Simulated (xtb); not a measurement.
xtb input:

```bash
xtb mol.xyz --gfn 2 --sp --chrg 1 --uhf 0
```
mol.xyz:
```
14

C     -2.34559600    -0.27619437    -0.02285850
C     -0.94999647     0.32309270    -0.17299508
C      0.12663797    -0.66730131     0.25805052
C      1.50817520    -0.25697978     0.17828890
O      1.81810163     0.89801147    -0.23974472
H     -2.46419187    -1.16917570    -0.63902647
H     -3.09880755     0.44516298    -0.33513822
H     -2.55356073    -0.54699360     1.01375235
H     -0.86094784     1.23081908     0.42746847
H     -0.77238734     0.61426477    -1.21036056
H     -0.00277790    -1.02442117     1.29764418
H      0.08340140    -1.62439770    -0.29614724
H      2.31226200    -0.93333304     0.47637792
H      2.77687254     1.08827918    -0.25952771
```

### Question
Predict the final energy.

### Answer
-16.73414 Eh (GFN2-xTB).

It need not be the lowest isomer of its formula.
